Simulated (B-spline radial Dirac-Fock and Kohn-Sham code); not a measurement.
# Run log: F⁴⁺

ΔSCF core binding energies without Breit or QED terms, calculated with an atomic code on a B-spline grid. Keys: rel is the Hamiltonian (dirac, or spin-free x2c and nr, where L3 and M5 stand for the whole 2p and 3d shells), method is hf or an exchange,correlation pair (spin-unpolarised, also for the hole states), nuc the nuclear model, radius_factor scales its radius, rmax is the box in bohr, h the logarithmic mesh step, order the B-spline order, points the quadrature points per cell, c_factor scales the speed of light, and damp, ndamp, maxit and tol steer the iteration. The run stops when the commutator error falls below 10·tol·max(1, Z/10), or the numerical noise floor, and the energy has settled to about 1e-8 Ha; the virial ratio is −V/T.

Input (task.json):

```json
{"items": [{"Z": 9, "q": 4, "cfg": [[1, 0, 2], [2, 0, 2], [2, 1, 1]], "A": 19, "rrms": 2.8976, "do": "settings", "holes": ["K", "L3", "M5"],
  "settings": [{"rel": "dirac", "method": "hf", "nuc": "fermi", "radius_factor": 1.0, "rmax": 45.0, "h": 0.3, "order": 8, "points": 10, "c_factor": 10.0, "maxit": 60, "damp": 0.5, "ndamp": 3, "tol": 1e-08}]}]}
```

Command: `python xray2_run.py task.json out`

Ground-state iterations:

```
iter   energy (Ha)        error
   1      -91.30597514  5.63e-01
   2      -92.12479821  1.38e-02
   3      -92.12691418  6.77e-03
   4      -92.12746806  3.69e-03
   5      -92.12767371  6.93e-04
   6      -92.12767605  7.59e-05
   7      -92.12767608  3.56e-06
   8      -92.12767608  3.94e-08
```

The ground state converged in 8 iterations, with total energy -92.12768 Ha, virial ratio 1.99998 and highest orbital energy -114.72 eV. ΔSCF binding energies: K (1s) 824.6 eV. Holes are computed only in closed shells, and unreliable hole states are left out.
